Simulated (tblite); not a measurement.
C₇H₁₀BBrO.
Numbering: `[CH2:1]=[CH:2][C@H:3]([CH3:4])[O:5][BH:6][C:7]#[C:8][CH2:9][Br:10]` (hydrogens: H11, H12 on C1; H13 on C2; H14 on C3; H15, H16, H17 on C4; H18 on B6; H19, H20 on C9)

Computed with GFN2-xTB (tblite), gas phase: L-BFGS steps from a force-field or distance-geometry start until the largest atomic force falls under 0.01 eV/Å.

At the end of the run (lengths in Å): O5–B6 1.325, C9–Br10 1.980, C3–O5 1.413, C4–H16 1.087, C8–C9 1.436, C2–H13 1.081, C9–H19 1.091, B6–C7–C8 177.9°, C3–O5–B6 125.1°, C4–C3–O5 108.6°, C7–C8–C9 177.6°, C1–C2–C3–C4 -107°, C2–C3–O5–B6 -126°, C3–O5–B6–C7 180°, H18–B6–O5–C3 0°, H14–C3–O5–B6 -5°.

Problem. These geometries were met on the way; a selection of coordinates is given. Order them by energy above the end point, lowest first.
A. O5–B6 1.459, C9–Br10 1.934, C3–O5 1.367, C4–H16 1.131, C8–C9 1.477, C2–H13 1.121, C9–H19 1.122, B6–C7–C8 179.1°, C3–O5–B6 110.7°, C4–C3–O5 112.3°, C7–C8–C9 178.9°, C1–C2–C3–C4 -65°, C2–C3–O5–B6 -118°, C3–O5–B6–C7 106°, H18–B6–O5–C3 -92°, H14–C3–O5–B6 0°
B. O5–B6 1.323, C9–Br10 1.968, C3–O5 1.409, C4–H16 1.086, C8–C9 1.443, C2–H13 1.083, C9–H19 1.093, B6–C7–C8 153.3°, C3–O5–B6 132.8°, C4–C3–O5 119.5°, C7–C8–C9 172.3°, C1–C2–C3–C4 -79°, C2–C3–O5–B6 -151°, C3–O5–B6–C7 140°, H18–B6–O5–C3 -27°, H14–C3–O5–B6 -35°
C. O5–B6 1.324, C9–Br10 1.994, C3–O5 1.413, C4–H16 1.088, C8–C9 1.434, C2–H13 1.080, C9–H19 1.092, B6–C7–C8 164.9°, C3–O5–B6 129.7°, C4–C3–O5 110.3°, C7–C8–C9 169.7°, C1–C2–C3–C4 -111°, C2–C3–O5–B6 179°, C3–O5–B6–C7 170°, H18–B6–O5–C3 -4°, H14–C3–O5–B6 -63°
D. O5–B6 1.365, C9–Br10 1.990, C3–O5 1.407, C4–H16 1.086, C8–C9 1.434, C2–H13 1.082, C9–H19 1.091, B6–C7–C8 174.4°, C3–O5–B6 120.6°, C4–C3–O5 114.5°, C7–C8–C9 176.4°, C1–C2–C3–C4 -66°, C2–C3–O5–B6 -122°, C3–O5–B6–C7 101°, H18–B6–O5–C3 -73°, H14–C3–O5–B6 -5°
E. O5–B6 1.328, C9–Br10 1.973, C3–O5 1.418, C4–H16 1.087, C8–C9 1.434, C2–H13 1.081, C9–H19 1.088, B6–C7–C8 159.9°, C3–O5–B6 133.2°, C4–C3–O5 113.7°, C7–C8–C9 171.1°, C1–C2–C3–C4 -94°, C2–C3–O5–B6 -163°, C3–O5–B6–C7 156°, H18–B6–O5–C3 -16°, H14–C3–O5–B6 -46°

Solution. C (0.194 eV), E (0.322 eV), B (0.528 eV), D (0.880 eV), A (1.435 eV).

| step | E above end (eV) | rms distance from the end, all atoms (Å) | largest force (eV/Å) | rms shift of all bonds from the end (Å) |
| --- | --- | --- | --- | --- |
| 41 | 0.194 | 0.813 | 0.476 | 0.004 |
| 29 | 0.322 | 0.938 | 0.233 | 0.003 |
| 17 | 0.528 | 1.026 | 0.376 | 0.007 |
| 6 | 0.880 | 1.075 | 0.657 | 0.010 |
| 0 | 1.435 | 1.082 | 2.852 | 0.040 |

Rows stand in the order of the answer.
